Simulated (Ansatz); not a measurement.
One change: `C=[CH][SnH]([Cl])[Cl]` becomes `C[O][SnH]([Cl])[Cl]`.

Ansatz, PBE0-D4/def2-TZVP geometries, multiplicity 1. Each molecule was computed in one conformer, which needn't be the lowest.

Elements past krypton have def2 core potentials.

```
                                          property  `C=[CH][SnH]([Cl])[Cl]`
              HOMO–LUMO gap (PBE0/def2-TZVPP) / eV                     7.31
  size of the dipole moment (B3LYP/def2-TZVPP) / D                     3.29
size of the dipole moment (ωB97M-V/def2-TZVPP) / D                     3.28
             HOMO–LUMO gap (B3LYP/def2-TZVPP) / eV                     6.81
             LUMO energy (ωB97M-V/def2-TZVPP) / eV                     0.67
               HOMO–LUMO gap (PBE/def2-TZVPP) / eV                     5.05
```

Question: Give the same properties after the change, and the shifts. (Best estimate.)

Answer: Ansatz gave: 
```csv
property,`C[O][SnH]([Cl])[Cl]`,shift
HOMO–LUMO gap (PBE0/def2-TZVPP) / eV,6.64,-0.67
size of the dipole moment (B3LYP/def2-TZVPP) / D,1.18,-2.11
size of the dipole moment (ωB97M-V/def2-TZVPP) / D,1.17,-2.11
HOMO–LUMO gap (B3LYP/def2-TZVPP) / eV,6.08,-0.73
LUMO energy (ωB97M-V/def2-TZVPP) / eV,0.28,-0.39
HOMO–LUMO gap (PBE/def2-TZVPP) / eV,4.12,-0.93
```

With PBE0 the HOMO rises by 0.24 eV and the LUMO falls by 0.42 eV, so the gap narrows by about 0.66 eV. PBE moves the HOMO by 0.51 eV and ωB97M-V by 0.03 eV. Dipoles are sizes alone; their direction can turn.

Positive LUMOs are unbound, so they and the gaps depend on the basis.

B3LYP here is the variant with VWN-RPA as its local correlation; programs differ in this.
